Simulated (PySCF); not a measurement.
Job for PySCF: D3(BJ) and D4 dispersion corrections on CH4GeO2 (a complex).

```python
from pyscf import gto
from pyscf.dispersion import dftd3, dftd4

mol = gto.M(
    atom='''
    O     0.50536963   -0.83131025   -0.63911488
    C    -0.45256970   -0.62919458   -0.01865846
    O    -1.41230485   -0.42745232    0.60109435
    Ge    0.26704966    0.37839356    3.61411951
    H    -0.54263809   -0.89225484    3.90525226
    H     1.13192833    0.15363231    2.36234131
    H     1.18627363    0.69012499    4.80445203
    H    -0.68311206    1.55815686    3.37038498
    ''',
    basis='def2-svp',
    charge=0, spin=0, verbose=0, max_memory=1800)
d3, d4 = {}, {}
for xc in ['hf', 'pbe', 'blyp', 'revpbe', 'tpss', 'r2scan', 'b3lyp', 'pbe0', 'bhlyp', 'camb3lyp', 'b2plyp']:
    d3[xc] = float(dftd3.DFTD3Dispersion(mol, xc=xc, version='d3bj', atm=False).get_dispersion()['energy'])
    print(f'D3(BJ) {xc:10s} {d3[xc]:14.8f} Eh')
for xc in ['hf', 'pbe', 'blyp', 'revpbe', 'tpss', 'r2scan', 'b3lyp', 'pbe0', 'bhlyp', 'camb3lyp', 'b2plyp']:
    d4[xc] = float(dftd4.DFTD4Dispersion(mol, xc={'camb3lyp': 'cam-b3lyp'}.get(xc, xc), atm=True).get_dispersion()['energy'])
    print(f'D4     {xc:10s} {d4[xc]:14.8f} Eh')
```

Output:

```
D3(BJ) hf            -0.03179150 Eh
D3(BJ) pbe           -0.00412767 Eh
D3(BJ) blyp          -0.00880477 Eh
D3(BJ) revpbe        -0.01006079 Eh
D3(BJ) tpss          -0.00529819 Eh
D3(BJ) r2scan        -0.00123982 Eh
D3(BJ) b3lyp         -0.00722415 Eh
D3(BJ) pbe0          -0.00368310 Eh
D3(BJ) bhlyp         -0.00568843 Eh
D3(BJ) camb3lyp      -0.00347811 Eh
D3(BJ) b2plyp        -0.00343402 Eh
D4     hf            -0.01307512 Eh
D4     pbe           -0.00388536 Eh
D4     blyp          -0.00837506 Eh
D4     revpbe        -0.01161509 Eh
D4     tpss          -0.00524277 Eh
D4     r2scan        -0.00104187 Eh
D4     b3lyp         -0.00618670 Eh
D4     pbe0          -0.00334272 Eh
D4     bhlyp         -0.00463670 Eh
D4     camb3lyp      -0.00341413 Eh
D4     b2plyp        -0.00275901 Eh
```

The run finished.

Cost: about 0.05 core-seconds (a rough figure).
